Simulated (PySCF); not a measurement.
Al(F)(GeH3)(Me) (CH6AlFGe), SMILES [F][Al]([GeH3])[CH3]. Atoms are numbered in the order given.

```xyz
10

Al     0.3062     0.5185    -0.8801
F      1.9332     0.3686    -1.3077
Ge    -0.3686    -0.6962     1.1698
H     -0.1202    -2.2272     1.0541
H      0.4209    -0.2189     2.4220
H     -1.8787    -0.5096     1.4933
C     -0.8173     1.6113    -2.0478
H     -1.8545     1.7213    -1.6721
H     -0.8664     1.1616    -3.0630
H     -0.3819     2.6259    -2.1703
```

Coordinates come from a PBE-D3(BJ)/def2-SVP optimisation.

All values below come from PBE-D3(BJ)/def2-SVP (PySCF 2.14.0).

Frequencies are harmonic and unscaled.

A small imaginary wavenumber (i) marks a very flat motion, where grid noise or a shallow saddle decides the sign.

```
mode  ν (cm⁻¹)  IR (km/mol)    moving atoms (share of kinetic energy)
----  --------  -----------  ----------------------------------------
1          24i          0.0                                    H 99 %
2          16i          0.0                                    H 93 %
3          107          2.6           C 27 %, F 23 %, H 22 %, Al 21 %
4          166         12.3           F 50 %, Ge 22 %, C 15 %, H 13 %
5          173         18.6                   Al 55 %, H 24 %, F 15 %
6          304         14.0  Al 42 %, Ge 21 %, C 15 %, H 11 %, F 11 %
7          371          3.0                                    H 89 %
8          398          6.3                                    H 88 %
9          602         26.8                            H 75 %, C 17 %
10         626         49.5            C 39 %, Al 29 %, H 23 %, F 9 %
11         663        118.6                   H 65 %, C 21 %, Al 12 %
12         762        140.3                                    H 94 %
13         831         51.3                   F 43 %, Al 40 %, H 16 %
14         857         29.8                                    H 99 %
15         857         60.4                                    H 88 %
16        1160         18.4                            H 79 %, C 20 %
17        1369          2.6                                    H 96 %
18        1374          1.8                                    H 95 %
19        2051         71.5                                    H 99 %
20        2063         98.8                                    H 98 %
21        2065        114.7                                    H 98 %
22        2965          1.6                                    H 97 %
23        3056          1.7                             H 91 %, C 9 %
24        3078          2.8                             H 91 %, C 9 %
```
